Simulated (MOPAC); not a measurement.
Input file for MOPAC: PM7 on ZnGa, 2S+1 = 2, a spin state set in the input, which need not be the lowest, a point of a bond scan (R = 2.563 Å).

```
PM7 1SCF PRECISE CHARGE=0 UHF MS=0.5 THREADS=1
GaZn

Zn     0.00000000 1     0.00000000 1     0.00000000 1
Ga     0.00000000 1     0.00000000 1     2.56346100 1
```

Output:

```
*******************************************************************************
 **                                                                           **
 **                              MOPAC v23.2.5                                **
 **                                                                           **
 *******************************************************************************
 ** MOPAC's Digital Object Identifier: https://doi.org/10.5281/zenodo.6511958 **
 **                                                                           **
 ** Please cite the open-source release paper for use of this MOPAC version:  **
 ** J. E. Moussa and J. J. P. Stewart (2026)                                  **
 ** MOPAC: An open-source semiempirical molecular orbital program             **
 ** J. Open Source Softw., 11(119), 8025, https://doi.org/10.21105/joss.08025 **
 *******************************************************************************

                              PM7 CALCULATION RESULTS

 *******************************************************************************
 *  PM7        - The PM7 Hamiltonian to be used
 *  UHF        - UNRESTRICTED HARTREE-FOCK CALCULATION
 *
 *
 *
 *                 CHARGE ON SYSTEM = 0
 *
 *
 *
 *  MS=        - IN MECI, MAGNETIC COMPONENT OF SPIN =  0.5
 *  PRECISE    - TIGHTER CRITERIA TO BE USED
 *  1SCF       - DO 1 SCF AND THEN STOP
 *  THREADS=1  - MULTI-THREADING NOT USED
 *  T=         - A TIME OF 172800.0 SECONDS REQUESTED
 *  DUMP=N     - RESTART FILE WRITTEN EVERY 7200.0 SECONDS REQUESTED
 *******************************************************************************
PM7 1SCF PRECISE CHARGE=0 UHF MS=0.5 THREADS=1
 GaZn

   ATOM   CHEMICAL          X               Y               Z
  NUMBER   SYMBOL      (ANGSTROMS)     (ANGSTROMS)     (ANGSTROMS)

     1      Zn          0.00000000  *   0.00000000  *   0.00000000  *
     2      Ga          0.00000000  *   0.00000000  *   2.56346100  *



          CARTESIAN COORDINATES

    NO.       ATOM           X           Y           Z

     1        Zn          0.0000      0.0000      0.0000
     2        Ga          0.0000      0.0000      2.5635

 General Reference for PM7:
 "Optimization of Parameters for Semiempirical Methods VI: More Modifications to the
 NDDO Approximations and Re-optimization of Parameters", J. J. P. Stewart, J. Mol. Mod., 1:32, 19 (2013)
 https://link.springer.com/article/10.1007/s00894-012-1667-x

           Empirical Formula: Zn Ga  =     2 atoms



      MOLECULAR POINT GROUP   :   C*v


          UHF CALCULATION, NO. OF ALPHA ELECTRONS =    3
                           NO. OF BETA  ELECTRONS =    2

 -------------------------------------------------------------------------------
 PM7 1SCF PRECISE CHARGE=0 UHF MS=0.5 THREADS=1
 GaZn



     1SCF WAS SPECIFIED, SO BFGS WAS NOT USED
     SCF FIELD WAS ACHIEVED


                              PM7 CALCULATION
                                                       MOPAC v23.2.5 Linux




          FINAL HEAT OF FORMATION =         83.76902 KCAL/MOL =     350.48956 KJ/MOL


          COSMO AREA              =         77.65 SQUARE ANGSTROMS
          COSMO VOLUME            =         59.27 CUBIC ANGSTROMS

          IONIZATION POTENTIAL    =          4.882628 EV
          ALPHA SOMO LUMO (EV)    =         -4.883  2.705
          BETA  SOMO LUMO (EV)    =         -7.418  0.695
          NO. OF ALPHA ELECTRONS  =          3
          NO. OF BETA  ELECTRONS  =          2
          MOLECULAR WEIGHT        =        135.1150         POINT GROUP:  C*v

          MOLECULAR DIMENSIONS (Angstroms)

            Atom       Atom       Distance
           Ga     2   Zn     1     2.56346
           Ga     2   Zn     1     0.00000
           Zn     1   Ga     2     0.00000


          SCF CALCULATIONS        =          1





   ATOM   CHEMICAL          X               Y               Z
  NUMBER   SYMBOL      (ANGSTROMS)     (ANGSTROMS)     (ANGSTROMS)

     1      Zn          0.00000000  *   0.00000000  *   0.00000000  *
     2      Ga          0.00000000  *   0.00000000  *   2.56346100  *

                             CARTESIAN COORDINATES

   1   Zn        0.000000000     0.000000000     0.000000000
   2   Ga        0.000000000     0.000000000     2.563461000


           Empirical Formula: Zn Ga  =     2 atoms



      MOLECULAR POINT GROUP   :   C*v


          ALPHA EIGENVALUES
 -16.90612  -7.60897  -4.88263   2.70500   2.85888   3.39571   3.41771   3.76072


           BETA EIGENVALUES
 -16.31834  -7.41789   0.69496   2.20462   2.39578   3.45564   3.48344   3.82952


              NET ATOMIC CHARGES AND DIPOLE CONTRIBUTIONS

  ATOM NO.   TYPE          CHARGE      No. of ELECS.   s-Pop       p-Pop
    1         Zn           0.232326        1.7677     1.67019     0.09748
    2         Ga          -0.232326        3.2323     1.84689     1.38544
 DIPOLE           X         Y         Z       TOTAL
 POINT-CHG.     0.000     0.000    -2.861     2.861
 HYBRID         0.000     0.000    -1.181     1.181
 SUM            0.000     0.000    -4.042     4.042


          ATOMIC ORBITAL ELECTRON POPULATIONS

     Atom    s        px        py        pz
    1 Zn   1.67019   0.00016   0.00000   0.09732
    2 Ga   1.84689   0.99984   0.00000   0.38560


                    (SZ)    =    0.500000
                    (S**2)  =    0.766776


          ATOMIC ORBITAL SPIN POPULATIONS

    Atom   Total    s     px     py     pz
         Atomic
    1 Zn  0.0544  0.044  0.000  0.000  0.010
    2 Ga  0.9456  0.033  1.000  0.000 -0.087

 **********************
 *                    *
 * JOB ENDED NORMALLY *
 *                    *
 **********************




 == MOPAC DONE ==
```

The run finished.

Cost: very roughly 0.010 core-seconds.
